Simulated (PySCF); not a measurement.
Compound: C4H9ClOSi.
Atom-mapped SMILES: `[CH2:1]=[C:2]([CH3:3])[O:4][SiH2:5][CH2:6][Cl:7]` (hydrogens: H8, H9 on C1; H10, H11, H12 on C3; H13, H14 on Si5; H15, H16 on C6)

The same species was optimised twice, with GFN2-xTB and with PBE0-D3(BJ)/def2-SVP (PySCF), and the same property calculations (PySCF, gas phase) were run on both structures.

```csv
coordinate,GFN2-xTB,PBE0-D3(BJ)/def2-SVP,change
O4–Si5 (Å),1.621,1.682,+0.061
Si5–C6 (Å),1.902,1.880,-0.022
C1=C2 (Å),1.323,1.340,+0.017
C6–Cl7 (Å),1.778,1.793,+0.015
C2–C3 (Å),1.498,1.492,-0.006
C2–O4 (Å),1.358,1.359,+0.001
C2–O4–Si5 (°),132.8,127.6,-5.2
O4–Si5–C6 (°),101.2,104.8,+3.6
Si5–C6–Cl7 (°),108.0,107.0,-1.0
C3–C2–O4 (°),112.1,111.5,-0.6
C1–C2–C3 (°),124.5,124.8,+0.3
C1–C2–O4 (°),123.4,123.7,+0.3
C1–C2–O4–Si5 (°),1,-1,-2
C2–O4–Si5–C6 (°),-179,-179,0
O4–Si5–C6–Cl7 (°),-178,-179,-1
```

Rotational constants: A = 6125, B = 653.3, C = 598.8 MHz (GFN2-xTB) against A = 6287, B = 643.0, C = 591.8 MHz (PBE0-D3(BJ)/def2-SVP).

On the GFN2-xTB structure: lowest singlet, TDDFT (eV) 6.58 [wB97X-D/def2-SVPD]; lowest triplet, Tamm–Dancoff (eV) 4.59 [wB97X-D/def2-SVPD]; isotropic polarisability (au) 91.3 [wB97X-D/def2-SVPD]; HOMO (eV) -8.91 [wB97X-D/def2-SVPD]; LUMO (eV) 1.84 [wB97X-D/def2-SVPD]; dipole (D) 2.28 [wB97X-D/def2-SVPD]; HOMO (eV) -7.04 [PBE0/pcSseg-1]; LUMO (eV) 0.42 [PBE0/pcSseg-1]; dipole (D) 2.31 [PBE0/pcSseg-1]; GIAO shielding of C1 (ppm) 94.6 [PBE0/pcSseg-1]; GIAO shielding of C2 (ppm) 22.0 [PBE0/pcSseg-1]; GIAO shielding of C3 (ppm) 162.0 [PBE0/pcSseg-1]; GIAO shielding of O4 (ppm) 215.5 [PBE0/pcSseg-1]; GIAO shielding of Si5 (ppm) 383.8 [PBE0/pcSseg-1]; GIAO shielding of C6 (ppm) 158.4 [PBE0/pcSseg-1]; GIAO shielding of Cl7 (ppm) 984.0 [PBE0/pcSseg-1].

Question: What do these properties become on the PBE0-D3(BJ)/def2-SVP structure?

Answer: 
| property | level | on GFN2-xTB | on PBE0-D3(BJ)/def2-SVP | change |
| --- | --- | --- | --- | --- |
| lowest singlet, TDDFT (eV) | wB97X-D/def2-SVPD | 6.58 | 6.42 | -0.16 |
| lowest triplet, Tamm–Dancoff (eV) | wB97X-D/def2-SVPD | 4.59 | 4.44 | -0.15 |
| isotropic polarisability (au) | wB97X-D/def2-SVPD | 91.3 | 93.1 | +1.8 |
| HOMO (eV) | wB97X-D/def2-SVPD | -8.91 | -8.74 | +0.17 |
| LUMO (eV) | wB97X-D/def2-SVPD | 1.84 | 1.66 | -0.18 |
| dipole (D) | wB97X-D/def2-SVPD | 2.28 | 1.82 | -0.46 |
| energy, GFN2-xTB geometry as zero (kcal/mol) | wB97X-D/def2-SVPD | 0.0 | -2.9 | -2.9 |
| HOMO (eV) | PBE0/pcSseg-1 | -7.04 | -6.86 | +0.18 |
| LUMO (eV) | PBE0/pcSseg-1 | 0.42 | 0.16 | -0.26 |
| dipole (D) | PBE0/pcSseg-1 | 2.31 | 1.85 | -0.46 |
| energy, GFN2-xTB geometry as zero (kcal/mol) | PBE0/pcSseg-1 | 0.0 | -2.1 | -2.1 |
| GIAO shielding of C1 (ppm) | PBE0/pcSseg-1 | 94.6 | 92.9 | -1.7 |
| GIAO shielding of C2 (ppm) | PBE0/pcSseg-1 | 22.0 | 18.7 | -3.3 |
| GIAO shielding of C3 (ppm) | PBE0/pcSseg-1 | 162.0 | 160.3 | -1.7 |
| GIAO shielding of O4 (ppm) | PBE0/pcSseg-1 | 215.5 | 205.8 | -9.7 |
| GIAO shielding of Si5 (ppm) | PBE0/pcSseg-1 | 383.8 | 378.3 | -5.5 |
| GIAO shielding of C6 (ppm) | PBE0/pcSseg-1 | 158.4 | 156.2 | -2.2 |
| GIAO shielding of Cl7 (ppm) | PBE0/pcSseg-1 | 984.0 | 968.6 | -15.4 |

The heavy atoms differ by 0.107 Å rms after alignment. Among bonds between heavy atoms O4–Si5 changes most (+0.061 Å). Changes are differences of the printed values. Neither structure is proved a minimum here.

The values belong to the conformer `[CH2:1]=[C:2]([CH3:3])[O:4][SiH2:5][CH2:6][Cl:7]`: C1–C2–O4–Si5 -1°, C2–O4–Si5–C6 -179°, O4–Si5–C6–Cl7 -179°.

wB97X-D is run here without its empirical dispersion term; that term would change no orbital, density or response property at a fixed geometry.
